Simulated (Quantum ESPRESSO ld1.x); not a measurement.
Values are calculated unless marked as measured or tabulated.
One sound ld1.x (Quantum ESPRESSO 7.5) input for the technetium ion Tc3+ gives E = -4200.2597 hartree in 25 iterations:

```
 &input
    zed=43.0,
    iswitch=1,
    rel=0,
    dft='PW',
    config='[Kr] 4d4',
    verbosity='high',
    prefix='ld1',
    max_out_wfc=37,
    file_charge='ld1.rho',
 /
```

Changed or added lines, one case at a time, and what came of them:

- config='[Kr] 4d4 2d1': refused. The program stops in el_config with "main/angular quantum number mismatch": l must be smaller than n.
- lsd=2: refused. The program stops in ld1_readin with "lsd not correct": lsd takes 0 or 1.
- dx=0.15: inaccurate. The radial step is too large to integrate the orbitals; the run ends without a warning, but the energy is off by -0.04066 hartree against the default mesh.
- config='[Kr] 4d': refused. The program stops in el_config with "no occupancy field?": each term needs its occupation.
- xmin=-14.0: usable despite the warning. The mesh starts very near the nucleus, where rounding noise keeps the residual above the threshold; the energy differs from the sound run by less than 1e-5 hartree.
- rmax=4.0: inaccurate. The mesh cuts the orbital tails; the run ends without a warning, but the energy is off by -0.004432 hartree against the default mesh.
- atom='D2' (without zed): crashed. The symbol names no element; the program warns, takes a nuclear charge of zero and dies without a result.
